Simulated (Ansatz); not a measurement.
Cost and result for the atomization energy of BH5O2SSi, SMILES `BO[SiH](O)S` (10 atoms, 9 bonds).

```
atom    x (Å)    y (Å)    z (Å)
  B1   0.0764  -0.5790  -1.7964
  O2  -0.5923  -0.0564  -0.7495
 Si3  -0.3106   0.2124   0.8540
  O4  -0.8274   1.7164   1.2058
  S5   1.7335   0.2207   1.4018
  H6   1.1856  -1.0165  -1.6504
  H7  -0.4766  -0.5958  -2.8598
  H8  -1.0528  -0.8463   1.5694
  H9  -1.5623   2.0631   0.6973
 H10   1.8264  -1.1186   1.3278
```

Charge 0, multiplicity 1. The geometry is a stationary point of PBE0-D4/def2-TZVP. It is one conformer, not always the lowest. Program: Ansatz. All runs use 4 threads of an Intel Xeon on a shared host. Times are those of one run each, without the atoms' runs, and a repeat can differ threefold. Electronic energies, without spin–orbit coupling; frozen cores. CCSD(T)/CBS adds CCSD(T) − MP2 in def2-TZVPP to the MP2 limit, and its time is that of the two runs behind it. T1 = 0.013. B3LYP takes the VWN-RPA correlation (the form of Gaussian; ORCA's B3LYP/G). HSE06 is the plane-wave form, built on full-range PBE exchange.

CCSD(T)/CBS is a level of theory with its own doubt, some kJ/mol a heavy atom from the limit and from the frozen cores, so smaller differences don't rank the functionals.

```json
{"level": "LDA (SPW92)/def2-TZVPP", "functions": "247", "wall time": "1.1 s", "atomization (kJ/mol)": "4251.4", "difference from CCSD(T)/CBS": "505.3", "per bond": "56.2"}
{"level": "revPBE-D4/def2-TZVPP", "functions": "247", "wall time": "1.6 s", "atomization (kJ/mol)": "3672.9", "difference from CCSD(T)/CBS": "-73.2", "per bond": "-8.1"}
{"level": "PBE-D4/def2-TZVPP (with forces)", "functions": "247", "wall time": "2 s", "atomization (kJ/mol)": "3767.7", "difference from CCSD(T)/CBS": "21.6", "per bond": "2.4"}
{"level": "HSE06-D4/def2-TZVPP", "functions": "247", "wall time": "2.6 s", "atomization (kJ/mol)": "3706.9", "difference from CCSD(T)/CBS": "-39.2", "per bond": "-4.4"}
{"level": "CCSD(T)/def2-SVP", "functions": "103", "wall time": "2.9 s", "atomization (kJ/mol)": "3459.3", "difference from CCSD(T)/CBS": "-286.8", "per bond": "-31.9"}
{"level": "r2SCAN-D4/def2-TZVPP (with forces)", "functions": "247", "wall time": "3.3 s", "atomization (kJ/mol)": "3753.1", "difference from CCSD(T)/CBS": "7.0", "per bond": "0.8"}
{"level": "B3LYP-D4/def2-TZVPP (with forces)", "functions": "247", "wall time": "3.4 s", "atomization (kJ/mol)": "3726.9", "difference from CCSD(T)/CBS": "-19.2", "per bond": "-2.1"}
{"level": "PBE-QIDH/def2-TZVPP", "functions": "247", "wall time": "4 s", "atomization (kJ/mol)": "3697.1", "difference from CCSD(T)/CBS": "-49.0", "per bond": "-5.4"}
{"level": "ωB97X-V/def2-TZVPP", "functions": "247", "wall time": "5.5 s", "atomization (kJ/mol)": "3752.4", "difference from CCSD(T)/CBS": "6.3", "per bond": "0.7"}
{"level": "B97M-V/def2-TZVPP", "functions": "247", "wall time": "6 s", "atomization (kJ/mol)": "3755.8", "difference from CCSD(T)/CBS": "9.7", "per bond": "1.1"}
{"level": "MP2/def2-QZVPP", "functions": "461", "wall time": "14 s", "atomization (kJ/mol)": "3788.8", "difference from CCSD(T)/CBS": "42.7", "per bond": "4.7"}
{"level": "CCSD(T)/def2-TZVPP", "functions": "247", "wall time": "66 s", "atomization (kJ/mol)": "3635.5", "difference from CCSD(T)/CBS": "-110.6", "per bond": "-12.3"}
{"level": "CCSD(T)/CBS(def2)", "functions": "–", "wall time": "80 s", "atomization (kJ/mol)": "3746.1", "difference from CCSD(T)/CBS": "0.0", "per bond": "0.0"}
```

The D4 term adds +37.2 kJ/mol with B3LYP and +19.5 kJ/mol with PBE0; it sums over pairs of atoms, weighted by their polarisabilities, and B3LYP, whose exchange is more repulsive, gets the larger term. At CCSD(T), def2-SVP lies −286.8 kJ/mol from the extrapolated value and def2-TZVPP −110.6 kJ/mol: correlation converges slowly with the basis, and small sets miss more of it in the bonded molecule than in its fragments. From PBE to PBE0 (25 % exact exchange), in def2-TZVPP and without D4, the atomization energy moves by −60.0 kJ/mol: exact exchange takes away binding that semilocal exchange gives to molecules.
